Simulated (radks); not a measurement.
Results of a calculation; reference values are marked as such.
Orbital eigenvalues (eV) of the germanium ion Ge+, [Ar] 3d10 4s2 4p1, at several levels of relativity; Dirac values are averaged over j with weights 2j + 1. Spin-unpolarised spherical Kohn-Sham, PBE, point nucleus unless stated (finite: rms radius 4.0742 fm), a radial shooting solver on a logarithmic mesh with Libxc functionals. A level marked "c x" has the speed of light scaled by that factor and shares open shells by 2j + 1; other Dirac levels either fill j = l - 1/2 first or share by 2j + 1.

shell  non-rel.  Dirac, low j first  Dirac, 2j+1 shares, finite nucleus  Dirac, c x 100  change of magnitude, last against first (%)
1s       -10812              -10967                              -10967          -10812                                        0.00
2s      -1346.1             -1380.2                             -1380.3         -1346.1                                        0.00
2p      -1199.4             -1207.4                             -1207.5         -1199.4                                        0.00
3s      -171.96             -177.38                             -177.46         -171.96                                        0.00
3p      -123.38             -124.56                             -124.64         -123.38                                        0.00
3d      -39.141             -38.230                             -38.311         -39.141                                        0.00
4s      -19.475             -19.807                             -19.856         -19.475                                        0.00
4p      -11.266             -11.204                             -11.244         -11.266                                        0.00
